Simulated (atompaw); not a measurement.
An all-electron radial function and its pseudo partner (V (Z = 23))

Columns: radius, all-electron u(r) and pseudo u(r) of the 4s shell (level -4.85 eV) of vanadium in the configuration [Ne] 3s2 3p6 3d3 4s2 4p0; LDA (PW92), scalar-relativistic, PAW (atompaw) scheme, atompaw 4.2.0.5.

```json
{"r (bohr)": "0.073", "all-electron": "-0.0329", "pseudo": "-0.0358"}
{"r (bohr)": "0.146", "all-electron": "0.1204", "pseudo": "-0.0702"}
{"r (bohr)": "0.219", "all-electron": "0.1613", "pseudo": "-0.1021"}
{"r (bohr)": "0.292", "all-electron": "0.1056", "pseudo": "-0.1301"}
{"r (bohr)": "0.365", "all-electron": "0.0070", "pseudo": "-0.1533"}
{"r (bohr)": "0.438", "all-electron": "-0.0952", "pseudo": "-0.1707"}
{"r (bohr)": "0.512", "all-electron": "-0.1801", "pseudo": "-0.1816"}
{"r (bohr)": "0.585", "all-electron": "-0.2368", "pseudo": "-0.1853"}
{"r (bohr)": "0.658", "all-electron": "-0.2653", "pseudo": "-0.1816"}
{"r (bohr)": "0.731", "all-electron": "-0.2686", "pseudo": "-0.1703"}
{"r (bohr)": "0.804", "all-electron": "-0.2510", "pseudo": "-0.1518"}
{"r (bohr)": "0.877", "all-electron": "-0.2175", "pseudo": "-0.1263"}
{"r (bohr)": "0.950", "all-electron": "-0.1725", "pseudo": "-0.0945"}
{"r (bohr)": "1.023", "all-electron": "-0.1199", "pseudo": "-0.0571"}
{"r (bohr)": "1.096", "all-electron": "-0.0628", "pseudo": "-0.0151"}
{"r (bohr)": "1.169", "all-electron": "-0.0036", "pseudo": "0.0306"}
{"r (bohr)": "1.242", "all-electron": "0.0557", "pseudo": "0.0787"}
{"r (bohr)": "1.315", "all-electron": "0.1138", "pseudo": "0.1281"}
{"r (bohr)": "1.388", "all-electron": "0.1695", "pseudo": "0.1778"}
{"r (bohr)": "1.462", "all-electron": "0.2230", "pseudo": "0.2271"}
{"r (bohr)": "1.535", "all-electron": "0.2722", "pseudo": "0.2741"}
{"r (bohr)": "1.608", "all-electron": "0.3178", "pseudo": "0.3185"}
{"r (bohr)": "1.681", "all-electron": "0.3595", "pseudo": "0.3597"}
{"r (bohr)": "1.754", "all-electron": "0.3974", "pseudo": "0.3974"}
{"r (bohr)": "1.827", "all-electron": "0.4314", "pseudo": "0.4314"}
{"r (bohr)": "1.900", "all-electron": "0.4617", "pseudo": "0.4617"}
```

Problem. How many radial nodes do the two functions have?

Solution. The all-electron 4s function has n − l − 1 = 3; the pseudo-wave has 1, since 1 lower shell of the same l stays in the valence.

Problem. Is the pseudo-wave norm-conserving?

Solution. No, it belongs to a PAW set: the norm inside the radius is not constrained, and the difference is carried by the augmentation charge.
